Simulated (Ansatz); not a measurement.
CH₇Al₂NSi. The species carries charge 0 and has multiplicity 1. The bonds changed during the relaxation, so this is another structure than the one it started from.

Z-matrix (Å, degrees):
```
Al
N 1 1.940
Al 1 2.575 2 48.4
Si 1 2.432 2 88.9 3 46.3
H 1 1.585 2 117.6 3 -148.3
H 1 1.798 2 79.4 3 -36.1
C 2 1.259 1 138.4 3 -179.5
H 3 1.585 1 150.6 2 -71.6
H 4 1.489 1 115.4 2 -146.9
H 4 1.490 1 122.6 2 73.9
H 7 1.095 2 121.9 1 179.7
H 7 1.095 2 121.9 1 -0.5
```

Question: Give the diagnostics of a CCSD(T)/def2-TZVPP run (frozen core, Ansatz 0.2.0). (An estimate is asked.)

Answer: The calculation gave: T1 = 0.0148, largest single amplitude 0.030, largest double 0.052, (T) share of the correlation energy 4.2 %, 10 CCSD cycles. The RHF solution is stable towards an unrestricted one. T1 lies under the customary mark of 0.02 for closed shells.
